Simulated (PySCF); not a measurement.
Highest harmonic wavenumber (cm⁻¹) of eight silicon and germanium compounds: PBE-D3(BJ) beside PBE0-D3(BJ), computed with PySCF for isolated molecules in the bases named; differences from unrounded values. The eight are the first of their class met in an unordered collection, after screening for sound electronic states; none was chosen by its value. Each level has its own optimised geometry.

```
molecule                                                basis  PBE0-D3(BJ)
---------------------------------------------------  --------  -----------
C2H6OSi2, SMILES C1=C[SiH2]O[SiH2]1                  def2-SVP         3178
C₂H₇ClSi₂, SMILES [SiH2]1CC[Si@H]1Cl                 def2-SVP         3144
Si(F)2(OH)(OMe) (CH4F2O2Si), SMILES O(C)[Si](O)(F)F  def2-SVP         3948
CH₅N₃OSi, SMILES N#CO[SiH](N)N                       def2-SVP         3743
CH7FOSi3, SMILES [C@@H]1(O[SiH2][SiH2]1)[SiH2]F      def2-SVP         3064
GeF₂ClBr, SMILES [F][Ge]([F])([Cl])[Br]              def2-SVP          772
CH8N2Si3, SMILES C1=N[SiH2][SiH2]N[SiH2]1            def2-SVP         3599
CH8FNOSi2, SMILES [SiH2](N)[Si@H](CF)O               def2-SVP         3926
```

Q: Estimate the PBE-D3(BJ) values and say how PBE-D3(BJ) differs from PBE0-D3(BJ) over the set. (An estimate is asked for; the answer gives what the named calculation found.)

A: 
| molecule | PBE-D3(BJ) | difference |
|---|---|---|
| C2H6OSi2, SMILES C1=C[SiH2]O[SiH2]1 | 3084 | -94 |
| C₂H₇ClSi₂, SMILES [SiH2]1CC[Si@H]1Cl | 3054 | -89 |
| Si(F)2(OH)(OMe) (CH4F2O2Si), SMILES O(C)[Si](O)(F)F | 3780 | -168 |
| CH₅N₃OSi, SMILES N#CO[SiH](N)N | 3619 | -124 |
| CH7FOSi3, SMILES [C@@H]1(O[SiH2][SiH2]1)[SiH2]F | 2971 | -94 |
| GeF₂ClBr, SMILES [F][Ge]([F])([Cl])[Br] | 733 | -39 |
| CH8N2Si3, SMILES C1=N[SiH2][SiH2]N[SiH2]1 | 3484 | -115 |
| CH8FNOSi2, SMILES [SiH2](N)[Si@H](CF)O | 3754 | -171 |
PBE-D3(BJ) lies below PBE0-D3(BJ) in 8 and above it in 0 of the eight; the mean signed difference is -112 and the largest -171 cm⁻¹.
